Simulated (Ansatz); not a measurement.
AlClFO (`[O][Al]([F])[Cl]`) radical, 4 atoms. Total charge 0; spin multiplicity 2. All runs use 2 threads of a server CPU on a shared host. Correlated methods freeze the cores. Open-shell runs search over several starts.

How many basis functions does each run have, and how long does it take in Ansatz? UHF-CCSD(T)/def2-SVP energy; UKS ωB97X-V/def2-TZVPP energy; UKS PBE0-D4/def2-SVP energy; UHF-CCSD(T)/def2-TZVPP energy; UKS ωB97M-V/def2-SVP energy; UKS B2PLYP (frozen core)/def2-TZVPP energy; UKS r2SCANh-D4/def2-TZVPP energy; UKS PBE0-D4/def2-TZVP frequencies; UKS ωB97M-V/def2-QZVPP energy; direct RPA on PBE orbitals/def2-TZVPP energy; UKS PBE-D4/def2-TZVPP energy and forces; UKS PBE0-D4/def2-QZVPP energy. (An estimate is asked.)

The calculation gave: Other jobs shared the machine, so times are rough.

| level | job | functions | wall time | peak host memory (GiB) |
| --- | --- | --- | --- | --- |
| UKS PBE0-D4/def2-SVP | energy | 64 | 2.4 s | 0.18 |
| UKS PBE-D4/def2-TZVPP | energy and forces | 146 | 4 s | 0.29 |
| UHF-CCSD(T)/def2-SVP | energy | 64 | 4 s | 0.24 |
| direct RPA on PBE orbitals/def2-TZVPP | energy | 146 | 6.5 s | 0.36 |
| UKS ωB97M-V/def2-SVP | energy | 64 | 9 s | 0.31 |
| UKS r2SCANh-D4/def2-TZVPP | energy | 146 | 11 s | 0.54 |
| UKS B2PLYP (frozen core)/def2-TZVPP | energy | 146 | 11 s | 0.51 |
| UKS ωB97X-V/def2-TZVPP | energy | 146 | 17 s | 0.67 |
| UKS PBE0-D4/def2-QZVPP | energy | 254 | 17 s | 1.1 |
| UKS ωB97M-V/def2-QZVPP | energy | 254 | 38 s | 1.3 |
| UHF-CCSD(T)/def2-TZVPP | energy | 146 | 50 s | 2.1 |
| UKS PBE0-D4/def2-TZVP | frequencies | 136 | 51 s | 0.48 |
